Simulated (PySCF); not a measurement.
A structure optimised at PBE-D3(BJ)/def2-SVP, used in a PySCF frequency run:

```
Sn
O 1 2.0011
H 2 0.9793 1 107.56
O 1 2.0011 2 107.50 3 11.39
H 4 0.9793 1 107.56 2 126.84
O 1 2.0011 2 107.50 3 126.84
H 6 0.9793 1 107.56 2 11.39
I 1 2.6954 2 111.38 3 -110.88
```
Charge 0, spin multiplicity 1.

Question: Write its SMILES, formula and point group.

Answer: [OH][Sn]([OH])([OH])[I], H3IO3Sn, C3

Question: What are its rotational constants (standard atomic weights)?

Answer: 2.7883, 0.69091, 0.69091 GHz
